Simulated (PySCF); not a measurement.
**Si²⁺ (silicon, charge +2) across methods**

[Ne] 3s1 3d1, 3s spin antiparallel (an excited configuration). Computed with PySCF 2.14 in aug-cc-pCVTZ-DK with one added diffuse shell each of s, p, d, f type (9s8p6d4f, 91 functions), with scalar relativity by spin-free X2C-1e.

```json
{"method": "LDA", "E (hartree)": "-287.2666", "mean ε 2p α (eV)": "-121.38", "mean ε 3s β (eV)": "-31.077", "mean ε 3d α (eV)": "-12.706", "Σ⟨r²⟩ (bohr²)": "17.13", "⟨S²⟩": "1.000"}
{"method": "r2SCAN", "E (hartree)": "-288.4168", "mean ε 2p α (eV)": "-123.48", "mean ε 3s β (eV)": "-31.406", "mean ε 3d α (eV)": "-12.953", "Σ⟨r²⟩ (bohr²)": "17.33", "⟨S²⟩": "1.000"}
{"method": "PBE0", "E (hartree)": "-288.3197", "mean ε 2p α (eV)": "-126.70", "mean ε 3s β (eV)": "-32.158", "mean ε 3d α (eV)": "-13.576", "Σ⟨r²⟩ (bohr²)": "17.24", "⟨S²⟩": "1.000"}
{"method": "wB97X", "E (hartree)": "-288.4227", "mean ε 2p α (eV)": "-128.39", "mean ε 3s β (eV)": "-34.265", "mean ε 3d α (eV)": "-15.204", "Σ⟨r²⟩ (bohr²)": "17.04", "⟨S²⟩": "1.000"}
{"method": "UHF", "E (hartree)": "-287.95470", "mean ε 2p α (eV)": "-141.85", "mean ε 3s β (eV)": "-35.302", "mean ε 3d α (eV)": "-14.567", "Σ⟨r²⟩ (bohr²)": "18.50", "⟨S²⟩": "1.000"}
{"method": "PBE", "E (hartree)": "-288.3033", "mean ε 2p α (eV)": "-121.26", "mean ε 3s β (eV)": "-30.915", "mean ε 3d α (eV)": "-13.043", "Σ⟨r²⟩ (bohr²)": "17.04", "⟨S²⟩": "1.000"}
{"method": "BP86", "E (hartree)": "-288.4777", "mean ε 2p α (eV)": "-121.42", "mean ε 3s β (eV)": "-31.097", "mean ε 3d α (eV)": "-13.167", "Σ⟨r²⟩ (bohr²)": "16.97", "⟨S²⟩": "1.000"}
{"method": "TPSSh", "E (hartree)": "-288.4562", "mean ε 2p α (eV)": "-123.95", "mean ε 3s β (eV)": "-31.430", "mean ε 3d α (eV)": "-13.297", "Σ⟨r²⟩ (bohr²)": "17.14", "⟨S²⟩": "1.000"}
```

Task: Estimate the same row for MN15.

Result: E (hartree) = -288.4651; mean ε 2p α (eV) = -126.98; mean ε 3s β (eV) = -32.248; mean ε 3d α (eV) = -13.864; Σ⟨r²⟩ (bohr²) = 16.95; ⟨S²⟩ = 1.000.

The outer electron is Rydberg-like, and this basis confines it to a smaller radius and binds it less than a complete one would. With the s spin flipped the determinant is a mixture of two multiplicities, not a spectroscopic state.
